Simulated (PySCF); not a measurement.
(CH3CH2)3CF, C7H15F.
Numbering: `[CH3:1][CH2:2][C:3]([F:4])([CH2:5][CH3:6])[CH2:7][CH3:8]` (hydrogens: H9, H10, H11 on C1; H12, H13 on C2; H14, H15 on C5; H16, H17, H18 on C6; H19, H20 on C7; H21, H22, H23 on C8)

The same species was optimised twice, with GFN2-xTB and with PBE0-D3(BJ)/def2-SVP (PySCF), and the same property calculations (PySCF, gas phase) were run on both structures.

```json
{"coordinate": "C3–C5 (Å)", "GFN2-xTB": "1.536", "PBE0-D3(BJ)/def2-SVP": "1.528", "change": "-0.008"}
{"coordinate": "C2–C3 (Å)", "GFN2-xTB": "1.536", "PBE0-D3(BJ)/def2-SVP": "1.528", "change": "-0.008"}
{"coordinate": "C5–C6 (Å)", "GFN2-xTB": "1.525", "PBE0-D3(BJ)/def2-SVP": "1.519", "change": "-0.006"}
{"coordinate": "C1–C2 (Å)", "GFN2-xTB": "1.525", "PBE0-D3(BJ)/def2-SVP": "1.519", "change": "-0.006"}
{"coordinate": "C3–C7 (Å)", "GFN2-xTB": "1.532", "PBE0-D3(BJ)/def2-SVP": "1.527", "change": "-0.005"}
{"coordinate": "C7–C8 (Å)", "GFN2-xTB": "1.523", "PBE0-D3(BJ)/def2-SVP": "1.519", "change": "-0.004"}
{"coordinate": "C3–F4 (Å)", "GFN2-xTB": "1.403", "PBE0-D3(BJ)/def2-SVP": "1.402", "change": "-0.001"}
{"coordinate": "C3–C7–C8 (°)", "GFN2-xTB": "114.5", "PBE0-D3(BJ)/def2-SVP": "115.4", "change": "+0.9"}
{"coordinate": "C1–C2–C3 (°)", "GFN2-xTB": "114.0", "PBE0-D3(BJ)/def2-SVP": "114.9", "change": "+0.9"}
{"coordinate": "C3–C5–C6 (°)", "GFN2-xTB": "114.1", "PBE0-D3(BJ)/def2-SVP": "114.9", "change": "+0.8"}
{"coordinate": "C2–C3–C5 (°)", "GFN2-xTB": "109.6", "PBE0-D3(BJ)/def2-SVP": "110.1", "change": "+0.5"}
{"coordinate": "C5–C3–C7 (°)", "GFN2-xTB": "114.0", "PBE0-D3(BJ)/def2-SVP": "113.7", "change": "-0.3"}
{"coordinate": "F4–C3–C7 (°)", "GFN2-xTB": "105.6", "PBE0-D3(BJ)/def2-SVP": "105.4", "change": "-0.2"}
{"coordinate": "F4–C3–C5 (°)", "GFN2-xTB": "106.5", "PBE0-D3(BJ)/def2-SVP": "106.7", "change": "+0.2"}
{"coordinate": "C2–C3–C7 (°)", "GFN2-xTB": "113.9", "PBE0-D3(BJ)/def2-SVP": "113.7", "change": "-0.2"}
{"coordinate": "C1–C2–C3–F4 (°)", "GFN2-xTB": "-62", "PBE0-D3(BJ)/def2-SVP": "-60", "change": "+2"}
{"coordinate": "C2–C3–C5–C6 (°)", "GFN2-xTB": "178", "PBE0-D3(BJ)/def2-SVP": "176", "change": "-2"}
{"coordinate": "C2–C3–C7–C8 (°)", "GFN2-xTB": "64", "PBE0-D3(BJ)/def2-SVP": "64", "change": "0"}
```

Rotational constants: A = 2415, B = 1598, C = 1246 MHz (GFN2-xTB) against A = 2403, B = 1598, C = 1243 MHz (PBE0-D3(BJ)/def2-SVP). Point groups within 0.08 Å: Cs and Cs.

On the GFN2-xTB structure: HOMO (eV) -8.60 [PBE0/pcSseg-1]; LUMO (eV) 1.28 [PBE0/pcSseg-1]; dipole (D) 1.76 [PBE0/pcSseg-1]; GIAO shielding of C1/C6/C8 (mean) (ppm) 177.3 [PBE0/pcSseg-1]; GIAO shielding of C2/C5/C7 (mean) (ppm) 154.9 [PBE0/pcSseg-1]; GIAO shielding of C3 (ppm) 86.7 [PBE0/pcSseg-1]; GIAO shielding of F4 (ppm) 363.4 [PBE0/pcSseg-1].

Problem. What do these properties become on the PBE0-D3(BJ)/def2-SVP structure?

Solution. 
| property | level | on GFN2-xTB | on PBE0-D3(BJ)/def2-SVP | change |
| --- | --- | --- | --- | --- |
| HOMO (eV) | PBE0/pcSseg-1 | -8.60 | -8.60 | 0.00 |
| LUMO (eV) | PBE0/pcSseg-1 | 1.28 | 1.24 | -0.04 |
| dipole (D) | PBE0/pcSseg-1 | 1.76 | 1.75 | -0.01 |
| energy, GFN2-xTB geometry as zero (kcal/mol) | PBE0/pcSseg-1 | 0.0 | -0.6 | -0.6 |
| GIAO shielding of C1/C6/C8 (mean) (ppm) | PBE0/pcSseg-1 | 177.3 | 175.4 | -1.9 |
| GIAO shielding of C2/C5/C7 (mean) (ppm) | PBE0/pcSseg-1 | 154.9 | 154.2 | -0.7 |
| GIAO shielding of C3 (ppm) | PBE0/pcSseg-1 | 86.7 | 88.2 | +1.5 |
| GIAO shielding of F4 (ppm) | PBE0/pcSseg-1 | 363.4 | 363.9 | +0.5 |

The heavy atoms differ by 0.024 Å rms after alignment. Among bonds between heavy atoms C2–C3 and C3–C5 change most and about equally (-0.008 Å). Changes are differences of the printed values. Neither structure is proved a minimum here.

Shape of the structure used: `[CH3:1][CH2:2][C:3]([F:4])([CH2:5][CH3:6])[CH2:7][CH3:8]`: C1–C2–C3–F4 -60°, C2–C3–C5–C6 176°, C2–C3–C7–C8 64°.
